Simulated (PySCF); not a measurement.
Computed shifts of a molecule C3H9B, PBE/pcSseg-1 (PySCF), GIAO, gas phase, atoms alike by connectivity averaged where their shifts nearly agree, in ppm (number of nuclei): ¹H: 8.05 (2), 1.74 (6), 1.09 (1). ¹³C: 49.1 (1), 24.8 (2). References: ¹¹B against BF3 (σ = 83.9 ppm); ¹H against TMS (σ = 31.49 ppm); ¹³C against TMS (σ = 182.0 ppm), references at their B3LYP-D3(BJ)/def2-TZVP geometries, non-relativistic. Geometry optimised at ωB97X-D3(BJ)/def2-SVP. One conformer was computed; it need not be the lowest.

Q: Which molecule gave these data?
A) CB(C)C
B) CBCC
C) BC(C)C
D) BCCC

A: C, BC(C)C
